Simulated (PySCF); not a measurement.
Some computed properties have been withheld. Give your best values.

Species: [BF4]- (charge -1).
SMILES: `F[B-](F)(F)F`

```csv
property,level,value
point group,PBE0-D3(BJ)/def2-SVP,Td
"rotational constants A, B, C",PBE0-D3(BJ)/def2-SVP,"5.067, 5.065, 5.063 GHz"
HOMO energy,PBE0/pcSseg-1,?
LUMO energy,PBE0/pcSseg-1,10.54 eV
"isotropic shieldings of nuclei other than C and H, by class",GIAO PBE0/pcSseg-1,?
largest of the computed one-bond spin–spin couplings (means over like bonds),B3LYP/pcJ-1,?
```

Electronic properties: PySCF, gas phase, density fitting. Isolated species at its PBE0-D3(BJ)/def2-SVP geometry, gas phase. The geometry's basis has no diffuse functions, a weakness for an anion. No diffuse functions stand in pcJ-1 and pcSseg-1, which bears on an anion's orbital energies.

(1) Give the isotropic shieldings of nuclei other than C and H, by class.

(2) Give the largest of the computed one-bond spin–spin couplings (means over like bonds).

(3) The HOMO energy?

## Answers

(1) 104 (1 B), 346 (4 F) ppm.

(2) 19F–11B -48.5 (×4) Hz.

(3) -4.36 eV.

The rotational constants are those of a spherical top; the small spread among constants that symmetry makes equal is optimisation noise. With B = h/(8π²I), that is 505.379 GHz u Å² over I, the principal moments of inertia are 99.7, 99.8 and 99.8 u Å² (most abundant isotopes).

For the spin–spin coupling job (B3LYP/pcJ-1), time: 8.0 s wall. Hardware: an Arm Neoverse V2 with one thread (shared host).
